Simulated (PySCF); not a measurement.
Species: cyclo-(F2SiS)3.
Bonds: Si1–F2, Si1–F3, Si1–S4, Si1–S12, S4–Si5, Si5–F6, Si5–F7, Si5–S8, S8–Si9, Si9–F10, Si9–F11, Si9–S12.

Computed with PySCF 2.14.0, PBE0-D3(BJ)/def2-SVP geometry optimisation, gas phase.

Question: List the bond lengths, angles and torsions at this level.

Answer: 
```json
{"bond": "Si1–F2 and 5 like bonds", "length (pm)": "160.1"}
{"bond": "Si1–S4 and 5 like bonds", "length (pm)": "212.1"}
```

Bonds in one row agree within 1 pm and their mean is given. A selection of angles:
```json
{"angle": "F2–Si1–F3", "degrees": "107.8"}
{"angle": "F2–Si1–S4", "degrees": "110.7"}
{"angle": "F2–Si1–S12", "degrees": "110.2"}
{"angle": "F3–Si1–S4", "degrees": "106.5"}
{"angle": "F3–Si1–S12", "degrees": "106.6"}
{"angle": "S4–Si1–S12", "degrees": "114.7"}
{"angle": "Si1–S4–Si5", "degrees": "98.0"}
{"angle": "Si5–S8–Si9", "degrees": "100.1"}
{"angle": "F10–Si9–F11", "degrees": "106.5"}
```

Torsions: F2–Si1–S4–Si5 85° (synclinal); F2–Si1–S12–Si9 -47° (synclinal); Si1–S4–Si5–F6 86° (synclinal); S4–Si5–S8–Si9 78° (synclinal); Si5–S8–Si9–F10 89° (synclinal); S8–Si9–S12–Si1 -32° (synclinal).

S4 (sulfur bonded to 2 Si) is bent (angle 98.0°). Si1 (silicon bonded to 2 F and 2 S) is distorted tetrahedral (angles from 106.5° to 114.7°).

Point group: C2 (tolerance 0.08 Å). Not checked by PBE0-D3(BJ)/def2-SVP frequencies. The numbers are those of one conformer.
